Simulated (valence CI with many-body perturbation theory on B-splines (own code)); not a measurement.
Results of a calculation; reference values are marked as such.
# Hyperfine factors and g values of Pd⁴¹⁺

Level of theory: configuration interaction combined with many-body perturbation theory (CI+MBPT): three valence electrons over a frozen Dirac-Fock core [He], a basis of 11 s, 11 p, 9 d, 7 f, 5 g, 2 h, 1 i functions for each j, with the one-electron correlation potential Σ1 (screened to all orders), the two-electron term Σ2, the three-electron term Σ3, Breit, model QED; selected single and double excitations, second order for the rest (own B-spline code, finite nucleus).

The last digits are not significant, and no measured levels were compared; by estimate large intervals hold to a few tenths of a per cent, small ones and those within an open d or f shell to about a per cent.

A/g_I is the dipole constant over the nuclear g factor μ/I (μ in nuclear magnetons, uniformly magnetised nucleus), B/Q the quadrupole constant per barn. Both hold the static response of the core; the bare values leave it out. Large factors of s and p1/2 electrons are usually good to 5 to 10 %; those of open d and f shells near neutrality can be off by tens of per cent, and small factors of p3/2, d and f electrons come from cancelling terms and can be off by a factor of two or in sign, in half-filled shells by more. B is blank for J = 1/2, where it vanishes, and for nearly pure S terms. Energies count from the lowest level.

Levels are named by their leading jj configuration (3d3/2^4 stands for four electrons in 3d with j = 3/2), which in mixed levels can hold well under half, so a name can repeat and another be missing. Letters in brackets count levels of one name in rising energy.

```
                     Level  E (eV)      g  A/g_I (MHz)  A/g_I bare  B/Q (MHz/b)  B/Q bare
        (2s^2 2p1/2) J=1/2     0.0  0.648      1130000     1120000                       
        (2s 2p1/2^2) J=1/2   127.9  2.290      3250000     3210000                       
        (2s^2 2p3/2) J=3/2   177.7  1.321       186000      191000       350000    350000
(2s 2p1/2 2p3/2) J=3/2 [a]   268.0  1.676       900000      896000       278000    278000
    (2s 2p1/2 2p3/2) J=5/2   294.3  1.387      1020000     1020000       158000    158000
(2s 2p1/2 2p3/2) J=3/2 [b]   336.5  0.944         -197        9620       261000    262000
    (2s 2p1/2 2p3/2) J=1/2   339.7  1.167      -913000     -888000                       
        (2s 2p3/2^2) J=5/2   464.2  1.386       869000      863000       191000    191000
     (2p1/2^2 2p3/2) J=3/2   477.5  1.402       155000      168000       302000    303000
        (2s 2p3/2^2) J=1/2   525.1  1.837      3470000     3410000                       
        (2s 2p3/2^2) J=3/2   526.2  1.208      -457000     -437000      -121000   -121000
     (2p1/2 2p3/2^2) J=3/2   630.3  1.419        -9330        4870        70400     70600
     (2p1/2 2p3/2^2) J=5/2   647.4  1.186       366000      372000        -1680     -1680
     (2p1/2 2p3/2^2) J=1/2   679.5  0.648      1140000     1120000                       
           (2p3/2^3) J=3/2   836.5  1.275       183000      192000      -371000   -372000
           (2s^2 3s) J=1/2  3623.9  1.995      1030000     1020000                       
        (2s^2 3p1/2) J=1/2  3669.6  0.670       326000      324000                       
   (2s 2p1/2 3s) J=1/2 [a]  3713.2  2.424      2010000     1990000                       
        (2s^2 3p3/2) J=3/2  3716.3  1.405       666000      659000        57900     58000
       (2s 2p1/2 3s) J=3/2  3734.5  1.520      1240000     1230000       -47800    -47900
   (2s 2p1/2 3s) J=1/2 [b]  3744.1  0.746      1680000     1670000                       
(2s 2p1/2 3p1/2) J=1/2 [a]  3752.0  0.251      -226000     -219000                       
        (2s^2 3d3/2) J=3/2  3757.4  0.837       268000      265000        12800     13000
    (2s 2p1/2 3p1/2) J=3/2  3769.2  1.114      1380000     1360000       -77900    -78000
        (2s^2 3d5/2) J=5/2  3774.0  1.196        20600       20600        27500     27800
(2s 2p1/2 3p1/2) J=1/2 [b]  3789.2  2.063      3450000     3400000                       
(2s 2p1/2 3p3/2) J=3/2 [a]  3811.7  1.416       204000      203000        93100     93200
    (2s 2p1/2 3p3/2) J=1/2  3824.8  1.264     -1220000    -1200000                       
    (2s 2p1/2 3p3/2) J=5/2  3828.0  1.354       927000      917000        12500     12500
(2s 2p1/2 3p3/2) J=3/2 [b]  3831.3  1.242       509000      504000        85900     86000
(2s 2p1/2 3d3/2) J=3/2 [a]  3838.8  0.542      -318000     -312000        28300     28500
    (2s 2p1/2 3d3/2) J=5/2  3853.4  1.059       670000      661000       -32900    -32800
(2s 2p1/2 3d5/2) J=5/2 [a]  3862.9  1.358       476000      469000        19900     20200
    (2s 2p1/2 3d3/2) J=1/2  3865.8  0.384     -1380000    -1370000                       
(2s 2p1/2 3d3/2) J=3/2 [b]  3866.5  1.269       711000      701000        52300     52400
    (2s 2p1/2 3d5/2) J=7/2  3876.2  1.254       657000      648000       -70900    -70800
(2s 2p1/2 3d5/2) J=5/2 [b]  3885.7  1.106       223000      222000       123000    124000
    (2s 2p1/2 3d5/2) J=3/2  3886.2  1.027      -617000     -609000         4310      4490
        (2p1/2^2 3s) J=1/2  3886.3  2.016       790000      782000                       
       (2s 2p3/2 3s) J=5/2  3892.0  1.504       877000      869000       304000    305000
```

Problem. Take the isotope of mass number 105, with I = 5/2, μ = -0.642 μN and Q = 0.66 b. What is the hyperfine structure of (2s 2p1/2 2p3/2) J=3/2 [a]?

Solution. From the table A = -231000 MHz, B = 183000 MHz. Shifts from the centre of gravity in MHz: F = 1: 1340000, F = 2: 732000, F = 3: -42900, F = 4: -820000.
